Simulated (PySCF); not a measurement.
A series of substituents X on one scaffold: SiH2(OH)-X. All species are isolated molecules in the gas phase. One relaxed conformer stands for each flexible species; it need not be the lowest. Strings in code marks are SMILES.

The four lowest singlet excitations (Tamm–Dancoff). All values below come from B3LYP-D3(BJ)/def2-TZVP // PBE0-D4/def2-TZVP (PySCF 2.14.0). B3LYP has the VWN-RPA correlation part, as in Gaussian. Excitations are Tamm–Dancoff values on a coarser integration grid. The basis has no diffuse functions, so Rydberg states are missing or too high.

```csv
state,energy (eV),wavelength (nm),oscillator strength
S1,6.96,178,0.010
S2,7.39,168,0.018
S3,7.75,160,0.059
S4,7.92,157,0.004
```

Question: Which member gives these states?
A. `[C-]#[N+][SiH2]O`
B. `O[SiH2]C1CC1` (H–O–Si–C torsion 56°, O–Si–C–C torsion -156°)
C. `O[SiH2]S` (H–O–Si–S torsion -52°, O–Si–S–H torsion -65°)
D. `O[SiH2]O[SiH3]` (H–O–Si–O torsion 72°, O–Si–O–Si torsion 68°)

Answer: B, `O[SiH2]C1CC1` (H–O–Si–C torsion 56°, O–Si–C–C torsion -156°)
